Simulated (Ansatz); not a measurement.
CH$_{6}$B$_{3}$I, SMILES `BBCBI` at its PBE0-D4/def2-TZVP geometry, where that method's forces vanish. Charge 0, multiplicity 1. I takes the def2 core potential.

```xyz
11

B    -1.4292   -0.6339   -1.3691
B    -0.6248    0.4035   -0.3871
C     0.9149    0.2800   -0.0675
B     0.9950    0.2766    1.4693
I     1.2884   -1.5296    2.5511
H    -1.5384   -0.4472   -2.5489
H    -1.9446   -1.6290   -0.9400
H    -1.2213    1.3108    0.1351
H     1.3039    1.2564   -0.4007
H     1.4209   -0.5388   -0.5761
H     0.8354    1.2512    2.1340
```

**Question.** What forces (eV/Å) does PBE-D4/def2-TZVPP give on these atoms in the Gaussian-basis code of Ansatz? (Best estimate.)

**Answer.** The calculation gave: 
```
B1   0.144  0.178  0.169
B2  -0.116 -0.158 -0.128
C3  -0.008 -0.074 -0.002
B4  -0.027  0.035  0.020
I5   0.020 -0.128  0.076
H6  -0.027  0.011 -0.138
H7  -0.063 -0.122  0.036
H8  -0.073  0.114  0.060
H9   0.065  0.189 -0.056
H10  0.105 -0.158 -0.118
H11 -0.019  0.112  0.080
```
